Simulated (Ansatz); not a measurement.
Basis sets compared for Na3S⁺ (the lowest singlet isomer of a short search). The state is a singlet with charge 1. Geometry PBE0-D4/def2-TZVP. Ansatz on 4 threads of AMD EPYC 9R45 on a shared host; times are rough, and most runs start from earlier orbitals.

```tsv
atom	x (Å)	y (Å)	z (Å)
Na1	0.652	0.463	-2.352
Na2	0.886	1.421	1.838
Na3	-1.541	-1.882	0.513
S4	0.003	-0.002	0.001
```

B3LYP takes the VWN-RPA correlation. The structure comes from a short search, and lower isomers may exist.

| level | functions | energy (Eh) | HOMO (eV) | LUMO (eV) | wall time |
| --- | --- | --- | --- | --- | --- |
| PBE-D4/def2-SVP | 63 | -884.2004 | -7.20 | -4.97 | 0.25 s |
| B3LYP-D4/6-31G | 52 | -885.0196 | -7.91 | -4.75 | 0.3 s |
| PBE0-D4/def2-SVP | 63 | -884.2825 | -8.13 | -4.33 | 0.35 s |

**Question.** Estimate the rows for PBE-D4/def2-TZVP, B3LYP-D4/def2-TZVP, PBE0-D4/def2-TZVP.

**Answer.** 
```json
{"level": "PBE-D4/def2-TZVP", "functions": "133", "energy (Eh)": "-884.5121", "HOMO (eV)": "-7.33", "LUMO (eV)": "-5.03", "wall time": "0.45 s"}
{"level": "B3LYP-D4/def2-TZVP", "functions": "133", "energy (Eh)": "-885.0917", "HOMO (eV)": "-8.11", "LUMO (eV)": "-4.72", "wall time": "0.6 s"}
{"level": "PBE0-D4/def2-TZVP", "functions": "133", "energy (Eh)": "-884.5903", "HOMO (eV)": "-8.27", "LUMO (eV)": "-4.38", "wall time": "0.5 s"}
```
